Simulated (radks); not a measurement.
Values are calculated unless marked as measured or tabulated.
The sulfur anion S-, [Ne] 3s2 3p5, held by a Watson sphere: a shell of charge +1 at radius R that stands for the Madelung well of a crystal (potential energy -1/R inside, -1/r outside, in hartree with lengths in bohr). Code: a radial shooting solver on a logarithmic mesh with Libxc functionals. Model: non-relativistic Kohn-Sham, LDA (Slater exchange, Perdew-Wang correlation), spin-polarised, spherical densities, point nucleus; open shells are filled with parallel spins first. Response by self-consistent Sternheimer equations with the Hartree and adiabatic LDA kernel. The sphere does not respond.

R (bohr)  e(3s down) (eV)  e(3p up) (eV)  e(3p down) (eV)  <r> 3p (bohr)  sum of <r^2> (bohr^2)  X-ray form factor at sin(theta)/lambda = 0.3 1/angstrom  alpha (bohr^3)
1.87              -17.589         -8.310           -7.612          2.066                  33.90                                                    9.043           21.66
2.01              -17.350         -8.157           -7.467          2.089                  34.56                                                    9.028           22.66
2.18              -17.061         -7.956           -7.275          2.116                  35.33                                                    9.015           24.00
3.02              -15.756         -6.869           -6.224          2.229                  38.68                                                    9.002           31.89
3.28              -15.403         -6.540           -5.902          2.257                  39.52                                                    9.005           34.61
4.01              -14.535         -5.697           -5.070          2.318                  41.42                                                    9.012           42.45
4.07              -14.472         -5.633           -5.008          2.322                  41.55                                                    9.012           43.09
4.42              -14.120         -5.282           -4.659          2.344                  42.24                                                    9.014           46.79
